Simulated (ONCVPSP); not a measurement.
# Configuration tests for P (Z = 15) (ONCV)

ONCVPSP 4.0.1 input, shortened (lines: element, Z, core and valence counts, functional; n l f; lmax; l rc ep ncon nbas qcut; lloc lpopt rc5 dvloc0; l nproj debl; icmod fcfact rcfact), PBEsol, scalar-relativistic:

```
  P 15.00    3    2  -116133      upf
    1    0    2.00
    2    0    2.00
    2    1    6.00
    3    0    2.00
    3    1    3.00
    2
    0    1.35    0.00    4    9    3.80
    1    1.85    0.00    4    9    4.80
    2    1.85    0.07    5   10    5.60
    4    4    1.20    1.00
    0    1    3.20
    1    2    3.30
    2    2    0.70
    3    3.50    1.30
```

Energies are relative to the spin-unpolarised reference configuration 3s2 3p3; without spin polarisation the order of configurations can differ from experiment.

```json
{"valence configuration": "3s2 3p2", "charge": "+1", "ΔE all-electron (eV)": "9.698", "error AE − PS (meV)": "+1.4"}
{"valence configuration": "3s2 3p1", "charge": "+2", "ΔE all-electron (eV)": "28.810", "error AE − PS (meV)": "+14"}
{"valence configuration": "3s2 3p0", "charge": "+3", "ΔE all-electron (eV)": "58.516", "error AE − PS (meV)": "+60"}
{"valence configuration": "3s0 3p5", "charge": "0", "ΔE all-electron (eV)": "17.152", "error AE − PS (meV)": "-5.9"}
```
